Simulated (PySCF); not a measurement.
C₄H₅FN₂.
Geometry (PBE0-D3(BJ)/def2-SVP, Å), atoms numbered from 1 in this order:
```
atom  x, y, z in Å
C1    -1.5322   -0.2099    0.6320
N2    -0.2234    0.0162    0.0750
C3     0.8649   -0.8379    0.0935
C4     1.8619   -0.1750   -0.5738
N5     1.4274    1.0561   -1.0018
C6     0.2031    1.1137   -0.5962
F7    -0.6232    2.1204   -0.7781
H8    -2.0614   -1.0083    0.0896
H9    -1.4568   -0.4868    1.6934
H10   -2.1151    0.7155    0.5508
H11    0.8210   -1.8119    0.5744
H12    2.8768   -0.5179   -0.7693
```

Level: wB97X-D/def2-SVPD in PySCF, non-relativistic, on one gas-phase PBE0-D3(BJ)/def2-SVP geometry that isn't relaxed in the solvent. The solvent is an IEF-PCM continuum (Bondi radii, 1.10 Å for H, scaled by 1.2), and excitations are vertical TDDFT with non-equilibrium linear response and a frozen core. The model holds no explicit solvent molecules, cavitation or dispersion.

Gas-phase singlets (H = HOMO, L = LUMO):

```tsv
state	E (eV)	λ (nm)	f	leading configurations
S1	6.543	189	0.016	H→L 83%, H→L+3 9%
S2	6.669	186	0.155	H→L+1 94%
S3	7.218	172	0.018	H→L+2 85%
S4	7.244	171	0.006	H→L+4 60%, H-1→L+1 33%
S5	7.383	168	0.001	H-2→L+1 91%
```

Question: How does the list change in chloroform (ε = 4.711)?

Answer: 
```csv
state,E (eV),λ (nm),f,leading configurations,change by rank (eV)
S1,6.634,187,0.104,"H→L 51%, H→L+1 39%",+0.091
S2,6.652,186,0.114,"H→L+1 56%, H→L 34%",-0.017
S3,7.215,172,0.020,"H→L+4 72%, H-1→L+1 26%",-0.003
S4,7.357,169,0.032,H→L+2 91%,+0.113
S5,7.682,161,0.001,H-2→L+1 91%,+0.299
```

Question: The ground-state energy changes by -0.218 eV from gas to chloroform. By how much does the total energy of gas-phase S3 change?

Answer: E(S3) = E(S0) + excitation energy, so it changes by -0.218 + 0.139 = -0.079 eV: it is lowered less than the ground state, which is what a blue shift means. This is the vertical state, with the slow part of the continuum still set for S0.

Question: How do the frontier levels move from gas to chloroform?

Answer: 
```
orbital  gas (eV)  solvent (eV)  change (eV)                    Löwdin shares, gas                Löwdin shares, solvent
 LUMO+2      2.90          3.03        +0.13  H11 23 %, C3 22 %, C4 13 %, H12 11 %  C4 21 %, C3 20 %, H11 17 %, H12 15 %
 LUMO+1      2.32          2.40        +0.08    C3 22 %, C4 18 %, N2 16 %, C6 12 %    C3 23 %, C4 18 %, N2 17 %, C6 13 %
   LUMO      2.05          2.29        +0.24    C1 34 %, C6 12 %, H8 10 %, H9 10 %    C1 26 %, C6 24 %, C3 10 %, F7 10 %
   HOMO     -8.51         -8.54        -0.03    C3 29 %, C4 25 %, C6 15 %, N2 10 %    C3 28 %, C4 26 %, C6 15 %, N2 10 %
 HOMO-1    -10.04        -10.05        -0.01     N5 32 %, N2 30 %, C4 11 %, C6 8 %      N5 31 %, N2 30 %, C4 9 %, C1 8 %
 HOMO-2    -10.20        -10.48        -0.28     N5 66 %, C4 10 %, C6 10 %, C3 5 %     N5 65 %, C4 11 %, C6 10 %, C3 5 %
 HOMO-3    -13.33        -13.24        +0.09    F7 15 %, N5 14 %, C1 14 %, N2 12 %   C1 20 %, H10 12 %, N2 12 %, C4 11 %
```

The HOMO–LUMO gap goes from 10.56 to 10.83 eV. Rows go by rank; for HOMO-3, LUMO and LUMO+1 the atom shares or the degeneracy differ between the runs, so the row needn't follow one orbital.

The pairwise dispersion term of wB97X-D wasn't added to the energies; at a given geometry it leaves orbitals and properties as they are.
